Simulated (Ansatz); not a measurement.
Job for Ansatz (an electronic-structure program): R-PBE/def2-TZVPP on H6HfOSi (SMILES [SiH3][O][HfH3]), atoms moved off the minimum. Elements past Kr take the def2 small-core potentials; no spin–orbit coupling.

Ansatz 0.2 input:
```yaml
crystal:
  periodic: [false, false, false]
  atoms:
    - {symbol: Hf, position_ang: [0.34532960, 0.63412118, 0.28505242]}
    - {symbol: H, position_ang: [2.29424211, 0.38127298, 0.32107820]}
    - {symbol: H, position_ang: [0.09823176, 2.02156333, -0.97446542]}
    - {symbol: H, position_ang: [-0.41529723, 0.95378970, 2.04359306]}
    - {symbol: O, position_ang: [-0.42030349, -0.96987260, -0.28818575]}
    - {symbol: Si, position_ang: [-1.07895051, -2.30995415, -0.95437193]}
    - {symbol: H, position_ang: [-0.94246105, -3.50150835, -0.02584795]}
    - {symbol: H, position_ang: [-0.72913932, -2.67099406, -2.25448929]}
    - {symbol: H, position_ang: [-2.72559367, -2.02117570, -1.05969671]}
basis:
  gaussian:
    orbitals: def2-TZVPP
hamiltonian:
  xc: {name: PBE}
scf: {lower_state_search: off}
output: {forces: true}
```

Program output:

```
WARN ansatz: RAYON_NUM_THREADS=4 ignored (pool sized by the plan → 4); use --threads N
Functional definition: PBE
these checks for a lower state are left out or cut short: stability, starts, cluster_reference, orbital_swaps, neighbouring_geometries, increment
integrals: 0.12 GiB planned
1151 factors; their error is unknown
mean field: 0.89 GiB planned
mean field evaluation 1: about -11316.6542 eV, gradient 6.9e1 eV
mean field evaluation 2: about -11215.3446 eV, gradient 2.2e2 eV
mean field evaluation 4: about -11324.4719 eV, gradient 1.3e1 eV
mean field evaluation 8: about -11324.9355 eV, gradient 6.9e-2 eV
mean field evaluation 16: about -11324.9120 eV, gradient 3.5e-4 eV
mean field -11324.91200894 eV, -416.1828400276 hartree, gradient 1.9e-6 eV, S^2 0.000000; 0 other end points of the search recorded, 0 dependent functions left out
the calculation of the forces begins
reference -11324.91206419 eV, -416.1828420580 hartree; 20, 20 occupied and 193, 193 virtual orbitals, 1151 factors
Total energy: -11324.91206419 eV, -416.1828420580 hartree
Atom 0 at     0.345330     0.634121     0.285052 Å, force     1.347327     1.311476     0.962350 eV/Å
Atom 1 at     2.294242     0.381273     0.321078 Å, force    -0.892230     0.005363     0.075366 eV/Å
Atom 2 at     0.098232     2.021563    -0.974465 Å, force    -0.191273    -0.215890     0.147832 eV/Å
Atom 3 at    -0.415297     0.953790     2.043593 Å, force     0.273698    -0.030159    -0.632185 eV/Å
Atom 4 at    -0.420303    -0.969873    -0.288186 Å, force     0.149679    -0.419723    -0.465647 eV/Å
Atom 5 at    -1.078951    -2.309954    -0.954372 Å, force    -3.845989    -0.491793     1.834555 eV/Å
Atom 6 at    -0.942461    -3.501508    -0.025848 Å, force     0.192950     0.385872    -0.218657 eV/Å
Atom 7 at    -0.729139    -2.670994    -2.254489 Å, force     0.995485    -0.238045    -1.860630 eV/Å
Atom 8 at    -2.725594    -2.021176    -1.059697 Å, force     1.970351    -0.307101     0.157016 eV/Å
Dipole moment:    -0.044807    -0.213939    -0.138641 e Å
Checks for a lower state left out: stability, starts, cluster_reference, orbital_swaps, neighbouring_geometries, increment
```

The calculation finished and met its thresholds.

Cost: about 5 core-seconds (a rough figure).
